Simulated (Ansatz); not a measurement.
`[F][Ga]([SH])[SH]` + HCl → `[F][Ga]([SH])[Cl]` + H₂S at 400 K and 1 bar (ligand exchange at a Ga–S bond).

Isolated molecules relaxed with PBE0-D4/def2-TZVP in Ansatz; ΔE leaves out vibrations. CCSD(T)/CBS adds triple-zeta CCSD(T) − MP2 to the extrapolated MP2 energy (def2 sets, frozen cores). This one scheme is used for every species. For Ga outer-core shells are correlated without core-valence functions, which leaves a few kJ/mol of doubt a bond. Scalar relativity is left out up to krypton. One conformer a species, not always the lowest.

```json
{"species": "`[F][Ga]([SH])[SH]`", "CCSD(T)/CBS energy (Eh)": "-2820.60659", "H − E (kJ/mol)": "85.6", "S (J/(mol·K))": "379.1"}
{"species": "HCl", "CCSD(T)/CBS energy (Eh)": "-460.38127", "H − E (kJ/mol)": "29.6", "S (J/(mol·K))": "195.4"}
{"species": "`[F][Ga]([SH])[Cl]`", "CCSD(T)/CBS energy (Eh)": "-2882.02312", "H − E (kJ/mol)": "61.1", "S (J/(mol·K))": "364.6"}
{"species": "H₂S", "CCSD(T)/CBS energy (Eh)": "-398.97279", "H − E (kJ/mol)": "53.4", "S (J/(mol·K))": "215.9"}
```

H − E and S are ideal-gas, rigid-rotor, harmonic terms from PBE0-D4/def2-TZVP, for one conformer and one mirror image of each species. 1 Eh = 2625.50 kJ/mol, R = 8.31446 J/(mol·K).

Task: By hand: ΔE, ΔH, ΔS and ΔG.

Result: ΔE = (-2882.02312) + (-398.97279) − (-2820.60659) − (-460.38127) = -0.00805 Eh = -21.1 kJ/mol. Δ(H − E) = 61.1 + 53.4 − 85.6 − 29.6 = -0.7, so ΔH = -21.8 kJ/mol. ΔS = 364.6 + 215.9 − 379.1 − 195.4 = 6.0 J/(mol·K). ΔG = -21.8 − 400 × (6.0)/1000 = -24.2 kJ/mol.

Task: By hand: the equilibrium constant, and the temperature at which ΔG would vanish if ΔH and ΔS stayed fixed.

Result: log₁₀ K = −ΔG/(RT ln 10) = 3.2. ΔH and −TΔS have one sign here, so there is no such temperature.

The number of gas molecules stays the same, so ΔS is small and ΔH decides. A doubt of 5 kJ/mol in ΔE shifts log₁₀ K by 0.7 here. Other conformers and mirror images would add mixing entropy, several J/(mol·K) or more a flexible species. These are equilibria of isolated gas molecules and say nothing of rates. Largest T1 diagnostic: 0.013 (customary marks: 0.02 for closed shells, 0.045 for open ones).

ΔS is within the doubt of such terms, so its sign, and with it that verdict, could turn.
